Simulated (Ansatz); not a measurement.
System: C$_{2}$H$_{8}$BSi, charge 0, multiplicity 2. It need not be the lowest isomer of its formula. 
Geometry from a B3LYP-D3(BJ)/def2-TZVP (Ansatz, a quantum-chemistry and plane-wave program) optimisation:
SMILES: CB([SiH2])C
```xyz
12

C     -0.6218     1.6488     0.5190
B     -0.4039     0.1420     0.1241
C     -1.6128    -0.8632     0.1678
Si     1.3679    -0.4809    -0.4205
H     -1.5319     2.0489     0.0589
H     -0.7939     1.7014     1.6022
H      0.2041     2.3236     0.2909
H     -2.3004    -0.6136    -0.6511
H     -1.3570    -1.9183     0.0635
H     -2.1958    -0.7384     1.0869
H      2.5598     0.3904    -0.5412
H      1.6911    -1.8848    -0.7654
```
Charge 0, spin multiplicity 2.

Total electronic energies in hartree. Correlated levels leave the core frozen unless marked. Open shells are spin-unrestricted. No spin-orbit coupling. Non-relativistic. CBS marks a two-point X^-3 extrapolation of the correlation energy; Hartree-Fock from the larger set.

```csv
level,program,energy (Eh)
HF/6-31G*,Ansatz,-393.95202
RI-HF/cc-pV(Q+d)Z,Ansatz,-394.03273
r2SCANh-D4/def2-TZVPD,Ansatz + dftd4,-395.27053
r2SCAN0-D4/def2-TZVPD,Ansatz + dftd4,-395.26538
CAM-B3LYP-D4/def2-TZVPD,Ansatz + dftd4,-395.31007
B2GP-PLYP-D4/def2-TZVPD,Ansatz + dftd4,-395.06713
MP2/aug-cc-pV(T+d)Z,Ansatz,-394.59925
RI-MP2/cc-pV(Q+d)Z,Ansatz,-394.63461
"RI-MP2/CBS(cc-pV(T+d)Z,cc-pV(Q+d)Z)",Ansatz,-394.6608
SCS-MP2/aug-cc-pV(T+d)Z,Ansatz,-394.61332
CCSD/cc-pwCVTZ,Ansatz,-394.65316
CCSD(T)/cc-pV(T+d)Z,Ansatz,-394.67072
CCSD(T)/cc-pwCVTZ,Ansatz,-394.67767
CCSD(T)/cc-pV(Q+d)Z,Ansatz,-394.71118
"CCSD(T)/CBS(cc-pV(T+d)Z,cc-pV(Q+d)Z)",Ansatz,-394.7337
```

Totals of different functionals don't rank their quality; only differences between species are comparable.
